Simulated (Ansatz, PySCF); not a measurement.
Reaction R1 + R2 → P1, each structure at its B3LYP-D3(BJ)/def2-TZVP stationary point, reached from a drawn start (curvature not checked).
R1, H2 (SMILES [H][H]) (charge 0, multiplicity 1):
```xyz
2

H      0.000     0.000     0.372
H      0.000     0.000    -0.372
```
R2: SiH2 (SMILES [SiH2]), charge 0, multiplicity 1.
P1, SiH4 (SMILES [SiH4]) (charge 0, multiplicity 1):
```xyz
5

Si     0.0000     0.0000     0.0000
H     -0.1691     1.2235    -0.8159
H     -0.7440     0.1479     1.2712
H      1.4371    -0.2048     0.2903
H     -0.5240    -1.1666    -0.7455
```

P less R. No zero-point or thermal terms.

Cores are frozen in the correlated methods. CBS(a, b) extrapolates the correlation energy as X⁻³ and adds the Hartree–Fock energy of set b.

Run with Ansatz (Gaussian orbitals); PySCF for the D3/D4 terms. All values are computed, each at the level named.

Question: Predict the reaction energy from BHLYP-D3(BJ)/def2-TZVPP.

Answer: -64.1 kcal/mol

Question: What is the computed reaction energy (PBE0/def2-TZVPP)?

Answer: -63.8 kcal/mol

Question: What is the computed reaction energy (CCSD(T)/CBS(cc-pV(T+d)Z, cc-pV(Q+d)Z))?

Answer: -61.8 kcal/mol

Ansatz is an electronic-structure program.
